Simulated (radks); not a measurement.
Values are calculated unless marked as measured or tabulated.
Ionisation of neutral dysprosium, [Xe] 4f10 6s2, to [Xe] 4f10 6s1 as the strength of local exchange is varied. Code: a radial shooting solver on a logarithmic mesh with Libxc functionals. Model: Dirac Kohn-Sham, Slater X-alpha exchange (alpha = 2/3 is LDA exchange), no correlation, spin-unpolarised, spherical densities, point nucleus; open shells fill j = l - 1/2 first.

[
 {"alpha": "0.646", "E(Dy) (hartree)": "-12146.0027", "exchange (hartree)": "-241.8419", "IE (eV)": "5.487", "-e of the level emptied (eV)": "2.989 (6s1/2)", "<r> of it (bohr)": "4.200"},
 {"alpha": "0.667", "E(Dy) (hartree)": "-12153.8672", "exchange (hartree)": "-249.8819", "IE (eV)": "5.583", "-e of the level emptied (eV)": "3.076 (6s1/2)", "<r> of it (bohr)": "4.176"},
 {"alpha": "0.776", "E(Dy) (hartree)": "-12194.7777", "exchange (hartree)": "-291.7870", "IE (eV)": "6.107", "-e of the level emptied (eV)": "3.553 (6s1/2)", "<r> of it (bohr)": "4.054"},
 {"alpha": "0.809", "E(Dy) (hartree)": "-12207.1930", "exchange (hartree)": "-304.5314", "IE (eV)": "6.273", "-e of the level emptied (eV)": "3.705 (6s1/2)", "<r> of it (bohr)": "4.018"},
 {"alpha": "0.823", "E(Dy) (hartree)": "-12212.4643", "exchange (hartree)": "-309.9461", "IE (eV)": "6.344", "-e of the level emptied (eV)": "3.770 (6s1/2)", "<r> of it (bohr)": "4.002"},
 {"alpha": "0.94", "E(Dy) (hartree)": "-12256.6128", "exchange (hartree)": "-355.3853", "IE (eV)": "6.955", "-e of the level emptied (eV)": "4.338 (6s1/2)", "<r> of it (bohr)": "3.879"},
 {"alpha": "0.986", "E(Dy) (hartree)": "-12274.0172", "exchange (hartree)": "-373.3417", "IE (eV)": "7.203", "-e of the level emptied (eV)": "4.571 (6s1/2)", "<r> of it (bohr)": "3.833"},
 {"alpha": "1.009", "E(Dy) (hartree)": "-12282.7293", "exchange (hartree)": "-382.3393", "IE (eV)": "7.330", "-e of the level emptied (eV)": "4.690 (6s1/2)", "<r> of it (bohr)": "3.810"}
]

NIST Atomic Spectra Database: 5.939 eV (measured). The Delta-SCF value meets it near alpha = 0.74. Spin polarisation and multiplet splitting are left out, so open shells lie too high by an amount that depends on their filling.

Beside tabulated values, note that spin-unpolarised runs miss the spin-polarisation part of the exchange energy of open shells.
